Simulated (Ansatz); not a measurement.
Basis sets compared for the cluster Sr₅O₆. The state is a singlet with charge 0. Geometry PBE-D4/def2-SVP. Ansatz on 4 threads of Arm Neoverse V1 on a shared host; times are rough, and most runs start from earlier orbitals.

Cartesian coordinates in Å:
```
Sr -1.812 0.127 0.125
Sr 0.846 -2.160 -0.216
Sr 0.499 0.303 -2.597
Sr -0.918 -0.797 3.368
Sr 1.746 1.144 0.423
O -0.278 1.734 -0.770
O 0.370 -0.548 1.496
O -2.642 -0.413 2.217
O 0.889 2.409 -1.430
O 2.119 -0.506 -1.128
O -0.818 -1.295 -1.489
```

In the def2 sets Sr takes a core potential; there is no spin–orbit coupling. The structure holds one bond between oxygen atoms, so isomers without such links may lie far lower. The structure comes from a short search, and lower isomers may exist.

Binding counts from free atoms (Sr singlet, O triplet) in the same basis, without a counterpoise term.

```json
{"level": "PBE-D4/def2-SVP", "functions": "199", "energy (Eh)": "-604.5634", "HOMO (eV)": "-3.16", "LUMO (eV)": "-1.92", "binding per atom (eV)": "4.23", "wall time": "6 s"}
{"level": "PBE0-D4/def2-SVP", "functions": "199", "energy (Eh)": "-604.4710", "HOMO (eV)": "-4.46", "LUMO (eV)": "-1.39", "binding per atom (eV)": "3.92", "wall time": "8.5 s"}
```

(1) Estimate the rows for PBE-D4/def2-TZVP, PBE0-D4/def2-TZVP.

Results:

(1) 
```json
{"level": "PBE-D4/def2-TZVP", "functions": "351", "energy (Eh)": "-605.1385", "HOMO (eV)": "-3.14", "LUMO (eV)": "-1.90", "binding per atom (eV)": "4.11", "wall time": "9 s"}
{"level": "PBE0-D4/def2-TZVP", "functions": "351", "energy (Eh)": "-605.0441", "HOMO (eV)": "-4.43", "LUMO (eV)": "-1.38", "binding per atom (eV)": "3.82", "wall time": "23 s"}
```
